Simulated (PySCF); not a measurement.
A structure optimised at PBE-D3(BJ)/def2-SVP, used in a PySCF frequency run:

```xyz
11

Bi    -0.2552    -0.5023     0.0000
O      1.8080    -1.1043     0.0000
H      2.3435    -0.2853     0.0000
Si     0.1136     1.4287     1.8647
H      0.2348     0.8170     3.2358
H     -1.0286     2.4135     1.8773
H      1.3885     2.1748     1.5640
Si     0.1136     1.4287    -1.8647
H      0.2348     0.8170    -3.2358
H      1.3885     2.1748    -1.5640
H     -1.0286     2.4135    -1.8773
```

Question: Write its SMILES, formula and point group.

Answer: [OH][Bi]([SiH3])[SiH3], BiH₇OSi₂, Cs

Question: What are its rotational constants (standard atomic weights)?

Answer: 1.7816, 1.6519, 1.1628 GHz
